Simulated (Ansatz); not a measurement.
CH₅SSb⁺, that is SbH2(SMe) with one electron fewer. The state is a doublet with charge 1. Geometry PBE-D4/def2-TZVP, that of the neutral singlet.

Cartesian coordinates in Å:
```
Sb 0.672 1.675 0.308
H 1.568 1.659 1.788
H 2.131 1.982 -0.565
S 0.761 -0.744 -0.043
C -1.018 -1.070 -0.325
H -1.620 -0.837 0.561
H -1.096 -2.146 -0.529
H -1.399 -0.520 -1.194
```

In the def2 sets Sb takes a core potential; there is no spin–orbit coupling.

Problem. Estimate the α-spin orbital energies around the gap (eV) in Ansatz with PBE-D4/def2-TZVP, r2SCAN-D4/def2-TZVP, PBE0-D4/def2-TZVP.

Solution. 
```
orbital  PBE-D4/def2-TZVP  r2SCAN-D4/def2-TZVP  PBE0-D4/def2-TZVP
 HOMO−5            -16.17               -16.65             -17.82
 HOMO−4            -15.35               -15.81             -16.85
 HOMO−3            -14.06               -14.46             -15.45
 HOMO−2            -13.64               -14.04             -15.00
 HOMO−1            -12.83               -13.34             -14.26
   HOMO            -11.95               -12.12             -12.86
   LUMO             -7.48                -7.27              -6.66
 LUMO+1             -6.16                -5.90              -5.26
 LUMO+2             -6.04                -5.85              -5.10
 LUMO+3             -5.08                -4.63              -4.13
 LUMO+4             -3.36                -2.69              -2.52
 LUMO+5             -2.99                -2.29              -2.14
 β HOMO            -11.83               -12.02             -12.77
 β LUMO            -11.55               -11.32             -10.61
```
